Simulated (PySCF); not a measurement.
Working out the excitation energy of Cl

Cl [Ne] 3s2 3p5 (2P) → Cl [Ne] 3s1 3p6 (2S). Computed with PySCF 2.14 in aug-cc-pVDZ-DK (5s4p2d, 27 functions), with the spin-free X2C one-electron Hamiltonian (Gaussian nucleus). Frozen: [Ne]. Energies in hartree (1 hartree = 27.21139 eV):

```csv
part,Cl (lower),Cl (upper)
UHF,-460.880064,-460.309749
CCSD correlation,-0.137141,-0.276766
(T),-0.002287,-0.017030
```

Task: What does Hartree-Fock give?

Result: (-460.309749) − (-460.880064) = 0.570315 hartree = 15.519 eV.

Task: What do CCSD and CCSD(T) give?

Result: The CCSD correlation energies differ by -0.139625 hartree = -3.799 eV and the triples by -0.014743 hartree = -0.401 eV, so CCSD gives 11.720 eV and CCSD(T) 11.319 eV.

Measured between the centres of the two terms (NIST): 10.586 eV, so CCSD(T) (valence) is off by 0.733 eV.

A double-zeta basis recovers only part of the correlation energy.

The coupled-cluster amplitudes are large, so a single reference is strained.

What remains against the reference includes basis incompleteness, the frozen core and higher excitations.
